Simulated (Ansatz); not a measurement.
Basis sets compared for (KBr)2 ring (K₂Br₂). Charge 0, multiplicity 1. Geometry B3LYP-D4/def2-SVP. Ansatz on 4 threads of Arm Neoverse V1 on a shared host; times are rough, and most runs start from earlier orbitals.

```xyz
4

K     1.915   -0.082   -0.671
Br    0.626    1.496    1.605
K    -1.915    0.082    0.671
Br   -0.626   -1.496   -1.605
```

Binding counts from free atoms (K doublet, Br doublet) in the same basis, without a counterpoise term.

```csv
level,functions,energy (Eh),HOMO (eV),LUMO (eV),binding per atom (eV),wall time
HF/STO-3G,62,-6275.7451,-5.44,5.11,2.15,0.3 s
HF/def2-TZVP,162,-6343.3857,-9.26,0.34,1.92,1.6 s
PBE-D4/def2-SVP,112,-6346.3918,-5.01,-1.34,2.39,1.4 s
PBE-D4/def2-TZVP (with forces),162,-6347.1756,-5.29,-1.33,2.40,2.6 s
r2SCAN-D4/def2-TZVP,162,-6348.2923,-5.58,-0.67,2.49,4.5 s
PBE0-D4/def2-SVP,112,-6346.6772,-6.25,-0.84,2.42,2 s
PBE0-D4/def2-TZVP,162,-6347.4562,-6.49,-0.83,2.41,3.7 s
```

Q: Estimate the rows for PBE-D4/def2-TZVPD, r2SCAN-D4/def2-TZVPD, PBE0-D4/def2-TZVPD.

A: 
```json
{"level": "PBE-D4/def2-TZVPD", "functions": "186", "energy (Eh)": "-6347.1770", "HOMO (eV)": "-5.33", "LUMO (eV)": "-1.35", "binding per atom (eV)": "2.40", "wall time": "3.1 s"}
{"level": "r2SCAN-D4/def2-TZVPD", "functions": "186", "energy (Eh)": "-6348.2935", "HOMO (eV)": "-5.59", "LUMO (eV)": "-0.68", "binding per atom (eV)": "2.49", "wall time": "7 s"}
{"level": "PBE0-D4/def2-TZVPD", "functions": "186", "energy (Eh)": "-6347.4574", "HOMO (eV)": "-6.52", "LUMO (eV)": "-0.84", "binding per atom (eV)": "2.41", "wall time": "4.7 s"}
```
